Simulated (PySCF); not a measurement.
PySCF job for Ti(F)4 cation (F4Ti), SMILES [F][Ti]([F])([F])[F] (connectivity only; charge and spin as stated), charge +1, multiplicity 2, PBE-D3(BJ)/def2-SVP. Geometry: PBE-D3(BJ)/def2-SVP. The spin state was assumed, not searched. The isomer is the one that the SMILES or the coordinates give; other isomers of the formula were not compared.

```python
import numpy as np
from pyscf import gto, scf, dft, df
from pyscf.hessian import thermo

mol = gto.M(
    atom='''
    Ti    0.00000000    0.00000000    0.18492857
    F    -1.04783743   -0.00000000   -1.34950531
    F    -0.00000001   -1.41130010    1.12348151
    F    -0.00000000    1.41130011    1.12348149
    F     1.04783743   -0.00000001   -1.34950530
    ''',
    basis='def2-SVP',
    charge=1,
    spin=1,
    max_memory=1600,
    verbose=3,
)
mf = dft.UKS(mol, xc='pbe').density_fit(auxbasis='def2-universal-jkfit')
mf.disp = 'd3bj'
mf.grids.level = 3
mf.conv_tol = 1e-11
mf.max_cycle = 100
mf.kernel()
fine, coarse = mf.grids, dft.Grids(mol).set(level=1).build(with_non0tab=True)
for _ in range(3):  # follow internal instabilities
    mf.grids = coarse
    mo, _, stable, _ = mf.stability(return_status=True, nroots=4)
    mf.grids = fine
    if stable:
        break
    mf.kernel(mf.make_rdm1(mo, mf.mo_occ))

# [left out here: the lines that compute and print the analytic Hessian (its translational invariance restored by hand, since the grid's response is missing), thermochemistry and intensities]
```

Output:

```

WARN: HOMO -0.445159839171106 >= LUMO -0.445159839171109


WARN: HOMO -0.489714868348145 >= LUMO -0.489252146997984


WARN: HOMO -0.568495972578342 >= LUMO -0.567730348257464

converged SCF energy = -1247.64032744241  <S^2> = 0.75653957  2S+1 = 2.0065289
<class 'pyscf.df.df_jk.DFUKS'> wavefunction is stable in the internal stability analysis

WARN: DFTD3 does not support analytical Hessian, using finite difference


WARN: Mole.unit (angstrom) is changed to Bohr

Mode                                 0                   1                   2
Irrep
Freq [cm^-1]                      102.5295            134.5997            155.2933
Reduced mass [au]                  23.6257             18.9984             22.0331
Force const [Dyne/A]                0.1463              0.2028              0.3131
Char temp [K]                     147.5171            193.6590            223.4325
Normal mode                   x     y     z       x     y     z       x     y     z
       0  Ti                -0.08 -0.00  0.00   -0.00 -0.00  0.00   -0.00  0.07 -0.00
       1   F                 0.00 -0.00 -0.09    0.00  0.13 -0.00   -0.00 -0.09 -0.00
       2   F                 0.10 -0.00 -0.00    0.10 -0.00  0.00    0.00  0.01 -0.11
       3   F                 0.10  0.00 -0.00   -0.10 -0.00 -0.00   -0.00  0.01  0.11
       4   F                 0.00  0.00  0.09   -0.00 -0.13  0.00    0.00 -0.09  0.00
Mode                                 3                   4                   5
Irrep
Freq [cm^-1]                      196.8099            254.2200            413.7158
Reduced mass [au]                  19.4261             20.7349             22.8390
Force const [Dyne/A]                0.4433              0.7895              2.3032
Char temp [K]                     283.1656            365.7660            595.2449
Normal mode                   x     y     z       x     y     z       x     y     z
       0  Ti                -0.00 -0.00 -0.03   -0.00 -0.00 -0.05   -0.08  0.00  0.00
       1   F                 0.03  0.00 -0.07   -0.13  0.00  0.05    0.08 -0.00  0.11
       2   F                 0.00  0.09  0.10    0.00  0.05  0.01    0.01 -0.00 -0.00
       3   F                 0.00 -0.09  0.10    0.00 -0.05  0.01    0.01  0.00  0.00
       4   F                -0.03  0.00 -0.07    0.13  0.00  0.05    0.08 -0.00 -0.11
Mode                                 6                   7                   8
Irrep
Freq [cm^-1]                      632.6958            843.6963            893.0293
Reduced mass [au]                  20.6419             23.3008             24.5880
Force const [Dyne/A]                4.8684              9.7722             11.5533
Char temp [K]                     910.3084           1213.8912           1284.8704
Normal mode                   x     y     z       x     y     z       x     y     z
       0  Ti                -0.00 -0.00  0.05   -0.00 -0.00  0.08   -0.00 -0.09 -0.00
       1   F                -0.09  0.00 -0.10   -0.02  0.00 -0.02    0.00  0.00  0.00
       2   F                 0.00 -0.06  0.03    0.00  0.11 -0.08    0.00  0.11 -0.07
       3   F                 0.00  0.06  0.03    0.00 -0.11 -0.08   -0.00  0.11  0.07
       4   F                 0.09  0.00 -0.10    0.02 -0.00 -0.02   -0.00  0.00  0.00
temperature 298.1500 [K]
pressure 101325.00 [Pa]
Rotational constants [GHz] 4.30476 3.14851 2.59867
Symmetry number 2
Zero-point energy (ZPE) 0.00826 [Eh]   21691.823 [J/mol]
                           tot       elec      trans        rot        vib
Entropy [J/mol/K]       340.385      5.763    168.849    105.592     60.181
Cv [J/mol/K]             78.739      0.000     12.472     12.472     53.796
Cp [J/mol/K]             87.054      0.000     20.786     12.472     53.796
Internal energy [J/mol]                      3718.434   3718.434  31253.922
Internal energy [Eh]   -1247.62559  -1247.64033
Enthalpy [J/mol]                             6197.391   3718.434  31253.922
Enthalpy [Eh]          -1247.62465
Gibbs free energy [J/mol]                  -44144.894 -27763.948  13311.097
Gibbs free energy [Eh] -1247.66330
mode   freq/cm-1   IR/(km/mol)
   1      102.53        44.185
   2      134.60         0.000
   3      155.29        11.249
   4      196.81         2.127
   5      254.22        11.137
   6      413.72         0.121
   7      632.70        29.334
   8      843.70       112.653
   9      893.03       154.651
max |gradient| / (hartree/bohr): 0.00031449698062312577
APT charges: [ 2.0282 -0.0964 -0.4178 -0.4178 -0.0964]
```

The calculation finished and met its thresholds.
